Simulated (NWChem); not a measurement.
# Basis-set convergence for FNa

SMILES: [F][Na]
```xyz
2

Na     0.0000     0.0000    -0.8497
F      0.0000     0.0000     1.0385
```
Charge 0, spin multiplicity 1.

Program: NWChem. The geometry was optimised at PBE0/def2-SVP, a minimum by its harmonic frequencies.

Quantity: LUMO energy at the level PBE.

The Pople sets run with spherical d functions. The structure started from a generated list of species.

Problem. In def2-TZVPD the value is -1.96 eV. Among STO-3G, def2-SVP, 6-31G*, cc-pVDZ, def2-SVPD, 6-311G**, aug-cc-pVDZ, def2-TZVPP, def2-TZVP, which is the smallest basis within 0.2 eV of it?

Solution. def2-SVP, with 29 functions against 75 (also within reach: 6-31G*, cc-pVDZ, def2-SVPD, 6-311G**, aug-cc-pVDZ, def2-TZVPP, def2-TZVP). def2-TZVPD isn't the basis-set limit itself, and a small set can land close by cancellation.

```csv
basis,functions,LUMO energy (eV)
STO-3G,14,6.76
def2-SVP,29,-1.97
6-31G*,32,-2.05
cc-pVDZ,32,-2.04
def2-SVPD,41,-1.94
6-311G**,44,-2.07
aug-cc-pVDZ,50,-2.02
def2-TZVPP,63,-2.00
def2-TZVP,63,-2.00
def2-TZVPD,75,-1.96
```
